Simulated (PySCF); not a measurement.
C4H3ClF2, SMILES C=C(F)/C(Cl)=C\F.

Geometry: B3LYP-D3(BJ)/def2-SVP. The structure was generated by enumeration; whether it is a known compound was not checked. One conformer was computed; it need not be the lowest.

Two levels are set side by side: TDDFT-PBE/def2-SVPD (PySCF) and TDDFT-ωB97X/def2-SVPD (PySCF). Vertical, same geometry. The lowest singlet is HOMO→LUMO+1 99 % with PBE and HOMO→LUMO 99 % with the other functional; states are paired by order. Differences are taken from unrounded values.

```csv
quantity,TDDFT-ωB97X,TDDFT-PBE,TDDFT-PBE minus TDDFT-ωB97X
lowest singlet excitation (eV),5.74,4.98,-0.76
lowest triplet excitation (TDA) (eV),3.17,3.01,-0.16
first bright state (f over 0.05) (eV),5.74,5.04,-0.70
its oscillator strength,0.56,0.24,-0.32
```

Functionals without exact exchange tend to place singlet excitations lower, as here. Differences between two approximate levels are no errors against the true value.

Rough cost on one machine, each run with all the roots and properties that it gave: TDDFT-ωB97X against TDDFT-PBE about 6 times.
